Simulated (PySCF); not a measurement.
Input for PySCF: R-B3LYP/6-31G* on AsBFH3O (SMILES OB(F)[AsH2]), a point of a torsion scan.

```python
from pyscf import gto, scf, dft, mp
from pyscf.data.elements import chemcore

mol = gto.M(
    atom='''
    O    -1.39348426    0.18608622   -0.54153272
    B    -0.62545109   -0.49132763    0.30943791
    F    -1.29379588   -1.34296723    1.08945230
    As    1.41247303   -0.36347892    0.55183695
    H    -0.98175475    0.81774155   -1.13005466
    H     1.43352852    1.08815023    0.12460259
    H     1.65139924   -0.73412069   -0.89113492
    ''',
    basis='6-31g*',
    cart=True,
    charge=0, spin=0, verbose=3, max_memory=1800)
mf = dft.RKS(mol, xc='b3lyp')
mf.conv_tol = 1e-8
mf.max_cycle = 100
mf.kernel()
if not mf.converged:
    mf = mf.newton().run(mf.mo_coeff, mf.mo_occ)
```

It printed:

```
converged SCF energy = -2437.44913227431
```

Self-consistency was reached.

Cost: around 9 core-seconds (rough).
